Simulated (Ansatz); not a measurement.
Born–Oppenheimer molecular dynamics of C₃H₆Cl₂Si (12 atoms, charge 0, multiplicity 1). It starts from a relaxed structure.

Method: Ansatz 0.2.0, RKS PBE/STO-3G.

| Quantity | Value |
| --- | --- |
| ensemble | NVE (velocity Verlet) |
| time step | 0.5 fs |
| steps asked | 214 |
| starting velocities drawn for | 300 K |
| seed | 622676 |

First frame:

```xyz
12
Properties=species:S:1:pos:R:3
C -0.883 -0.889 1.422
Si 0.516 -0.101 0.456
Cl 2.334 -0.018 1.515
C 0.585 -0.178 -1.395
C 0.224 1.241 -0.798
Cl -1.444 1.924 -1.163
H -0.726 -1.976 1.540
H -1.831 -0.725 0.879
H -0.971 -0.438 2.425
H 1.527 -0.218 -1.964
H -0.238 -0.703 -1.908
H 0.984 2.026 -0.974
```

Problem. What does the run give?

Solution. The run went to its last step.

```yaml
steps_done: 214
time_covered: 107 fs
mean_temperature_over_the_second_half: 157 K
spread_of_the_potential_energy_over_the_second_half: 2.9 meV per atom
mean_potential_energy_of_the_second_half_above_the_start: 15.5 meV per atom
```

The conserved energy stayed within 0.13 meV per atom of its start (net change 0.032 meV per atom), so the integration is sound. The temperature averaged 0.52 of the 300 K drawn at the start: a run that starts near a minimum puts about half its kinetic energy into the potential. A run of 0.11 ps of so small a system gives no equilibrium averages. Limits of this set-up: minimal basis.

Problem. What happens to the structure?

Solution. The same pairs are bonded in the first frame and the last. Pairs count as bonded within 1.25 times the sum of covalent radii (0.12 Å more for H–H). This is one draw of velocities; another would differ in detail.

Problem. How do temperature and energy run in time?

Solution. 
| time (fs) | T (K) | potential energy less start (eV) | conserved less start (meV/atom) |
| --- | --- | --- | --- |
| 0.0 | 300 | 0.000 | 0.00 |
| 3.5 | 203 | 0.126 | 0.09 |
| 7.0 | 114 | 0.242 | 0.12 |
| 10.5 | 151 | 0.193 | 0.04 |
| 14.0 | 193 | 0.138 | 0.06 |
| 17.5 | 208 | 0.121 | 0.09 |
| 21.0 | 179 | 0.157 | 0.06 |
| 24.5 | 128 | 0.223 | 0.05 |
| 28.0 | 125 | 0.228 | 0.09 |
| 31.5 | 151 | 0.193 | 0.08 |
| 35.0 | 138 | 0.209 | 0.05 |
| 38.5 | 118 | 0.236 | 0.06 |
| 42.0 | 130 | 0.220 | 0.08 |
| 45.5 | 135 | 0.214 | 0.06 |
| 49.0 | 111 | 0.245 | 0.05 |
| 52.5 | 89 | 0.274 | 0.07 |
| 56.0 | 118 | 0.237 | 0.08 |
| 59.5 | 172 | 0.167 | 0.05 |
| 63.0 | 156 | 0.187 | 0.05 |
| 66.5 | 114 | 0.241 | 0.08 |
| 70.0 | 114 | 0.241 | 0.09 |
| 73.5 | 155 | 0.188 | 0.06 |
| 77.0 | 189 | 0.144 | 0.04 |
| 80.5 | 160 | 0.182 | 0.08 |
| 84.0 | 148 | 0.198 | 0.09 |
| 87.5 | 187 | 0.147 | 0.04 |
| 91.0 | 179 | 0.157 | 0.05 |
| 94.5 | 132 | 0.219 | 0.10 |
| 98.0 | 152 | 0.192 | 0.07 |
| 101.5 | 207 | 0.121 | 0.03 |
| 105.0 | 192 | 0.141 | 0.08 |

Time of the run: 8.3 min on 1 thread of Arm Neoverse V1 (shared host), peak memory 0.088 GiB.
